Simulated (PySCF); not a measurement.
**Boron: a sound run and one with changed settings**

Sound run: B⁺ [He] 2s2, B²⁺ [He] 2s1. Computed with PySCF 2.14 in cc-pVTZ-DK, with the spin-free X2C one-electron Hamiltonian (Gaussian nucleus). The sound run starts from symmetry-adapted Hartree-Fock orbitals and uses a fine grid where one is needed.

Changed run: 14 angular points. This setting is unsound on purpose.

```
species  method  sound run (hartree)  changed run (hartree)  converged
     B⁺     UHF            -24.24351              -24.24351        yes
     B⁺   B3LYP            -24.34982              -24.34982        yes
     B⁺    MN15            -24.33649              -24.33649        yes
    B²⁺     UHF            -23.38193              -23.38193        yes
    B²⁺   B3LYP            -23.44075              -23.44075        yes
    B²⁺    MN15            -23.43593              -23.43593        yes
```

Ionisation energy of B⁺:

| method | sound run (eV) | changed run (eV) |
| --- | --- | --- |
| UHF | 23.445 | 23.445 |
| B3LYP | 24.737 | 24.737 |
| MN15 | 24.505 | 24.505 |

Here the setting changes nothing at the digits shown.

For comparison, NIST gives 25.155 eV between the lowest levels.
